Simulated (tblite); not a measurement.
Structures optimised with GFN2-xTB, isolated species. One conformer each, none proved a minimum here. Atom numbers follow the mapped SMILES.

Task: Rank these C–O bonds from shortest to longest.
A. C4–O5 in `[CH3:1][CH2:2][CH2:3][C:4](=[O:5])[F:6]` with C1–C2–C3–C4 -71°, C2–C3–C4–O5 -7°
B. O3–C4 in `[CH2:1]=[CH:2][O:3][c:4]1[cH:5][s:6][cH+:7][s:8]1` (charge +1) with C1–C2–O3–C4 179°, C2–O3–C4–C5 179°
C. C9–O10 in `[Cl:1][CH2:2][SiH2:3][O:4][SiH2:5][c:6]1[cH:7][cH:8][cH:9][o:10]1` with Cl1–C2–Si3–O4 -61°, C2–Si3–O4–Si5 16°, Si3–O4–Si5–C6 -29°, O4–Si5–C6–C7 137°
D. C10–O11 in `[CH3:1][C:2]#[C:3][C:4]1=[C:5]([CH2:6][CH3:7])[CH2:8][CH2:9][C:10]1=[O:11]` with C4–C5–C6–C7 -106°

Result: A (1.178 Å), D (1.206 Å), B (1.304 Å), C (1.339 Å).

- 1.178 Å: drawn double, acyl halide carbon to carbonyl oxygen
- 1.206 Å: drawn double, ketone carbonyl carbon to ketone oxygen
- 1.304 Å: drawn single, aryl ether oxygen to aromatic carbon bearing oxygen
- 1.339 Å: aromatic, aromatic CH next to a ring oxygen to furan-type oxygen, in a 5-membered ring

Task: Rank these C–C bonds from shortest to longest.
A. C3–C4 in `[CH3:1][CH2:2][CH2:3][C:4](=[O:5])[F:6]` with C1–C2–C3–C4 -71°, C2–C3–C4–O5 -7°
B. C1–C2 in `[CH2:1]=[CH:2][O:3][c:4]1[cH:5][s:6][cH+:7][s:8]1` (charge +1) with C1–C2–O3–C4 179°, C2–O3–C4–C5 179°
C. C8–C9 in `[CH3:1][C:2]#[C:3][C:4]1=[C:5]([CH2:6][CH3:7])[CH2:8][CH2:9][C:10]1=[O:11]` with C4–C5–C6–C7 -106°
D. C6–C7 in `[Cl:1][CH2:2][SiH2:3][O:4][SiH2:5][c:6]1[cH:7][cH:8][cH:9][o:10]1` with Cl1–C2–Si3–O4 -61°, C2–Si3–O4–Si5 16°, Si3–O4–Si5–C6 -29°, O4–Si5–C6–C7 137°

Result: B (1.319 Å), D (1.370 Å), A (1.489 Å), C (1.529 Å).

- 1.319 Å: drawn double, terminal =CH2 carbon to vinylic carbon bearing oxygen
- 1.370 Å: aromatic, substituted aromatic carbon to aromatic CH carbon, in a 5-membered ring
- 1.489 Å: drawn single, sp3 carbon next to a carbonyl to acyl halide carbon
- 1.529 Å: drawn single, allylic carbon to sp3 carbon next to a carbonyl, in a 5-membered ring

These are computed values.
